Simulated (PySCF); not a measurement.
# Removing an electron from As4Se4 realgar

Compound: As4Se4 realgar, As4Se4.
Cartesian coordinates in Å at the PBE0-D3(BJ)/def2-SVP level; atoms count from 1:
```
atom  x, y, z in Å
As1    1.311   -1.542    0.129
Se2    2.395    0.561    0.217
As3    0.485    1.946    0.020
Se4   -0.464    1.210    2.062
As5   -0.818   -1.059    1.486
Se6   -2.363   -0.565   -0.240
As7   -0.906    0.616   -1.683
Se8    0.497   -1.252   -2.074
```

Level: PBE0/def2-SVPD (PySCF). Frontier orbitals with their largest atomic shares (Löwdin; up to four atoms above 4 %):

```csv
orbital,ε (eV),main atoms
HOMO−3,-7.35,"Se2 20 %, Se6 20 %, Se8 19 %, Se4 19 %"
HOMO−2,-7.33,"Se8 21 %, Se4 20 %, Se2 19 %, Se6 19 %"
HOMO−1,-6.96,"As7 23 %, As5 22 %, As1 22 %, As3 22 %"
HOMO,-6.37,?
LUMO,-2.42,"Se2 16 %, Se6 16 %, As3 16 %, As7 16 %"
LUMO+1,-2.42,"Se8 16 %, Se4 16 %, As5 16 %, As1 15 %"
LUMO+2,-1.91,"Se8 14 %, Se4 14 %, Se2 14 %, Se6 14 %"
```

Q: What vertical ionisation energy does ΔSCF give, and how far is −ε(HOMO) from it?

A: ΔSCF: 7.86 eV (759 kJ/mol; threshold wavelength 158 nm); ⟨S²⟩ of the doublet left behind is 0.760, against 0.75 for a pure doublet. −ε(HOMO) is 6.37 eV, 1.49 eV below it. In exact Kohn–Sham theory the two would be equal; PBE0 (global hybrid, 25 % exact exchange) falls short of its own ΔSCF value by 19 %.

Q: On which atoms does the HOMO lie?

A: Se4 (selenium bonded to 2 As) 25 %, Se6 (selenium bonded to 2 As) 24 %, Se2 (selenium bonded to 2 As) 24 %, Se8 (selenium bonded to 2 As) 24 %, so no atom holds as much as 40 %. The HOMO−1 lies 0.59 eV lower.

Q: And the vertical electron affinity, the fundamental gap, Mulliken's electronegativity and the hardness (with the factor ½)?

A: EA = 1.06 eV by ΔSCF (−ε(LUMO) = 2.42 eV). IE − EA = 6.80 eV against an orbital gap of 3.95 eV; (IE + EA)/2 = 4.46 eV; (IE − EA)/2 = 3.40 eV. Parr's electrophilicity index (IE + EA)²/[8(IE − EA)] is 1.46 eV.

Q: What total energies stand behind the ΔSCF value?

A: E(N) = -18545.50743 Eh and E(N − 1) = -18545.21845 Eh at the same geometry, 0.28898 Eh apart. With one more electron, E(N + 1) = -18545.54626 Eh.

Q: How many of the 10 lowest singlet excitations (vertical TDDFT, same level) lie below the ionisation energy?

A: All 10; they run from 2.85 to 3.89 eV.

Q: What kinetic energy would electrons from this vertical process carry with 118.2 nm light (10.49 eV)?

A: 10.49 − 7.86 = 2.63 eV.

Geometry: PBE0-D3(BJ)/def2-SVP, one conformer, isolated molecule. The calculation is non-relativistic, for arsenic and selenium too.
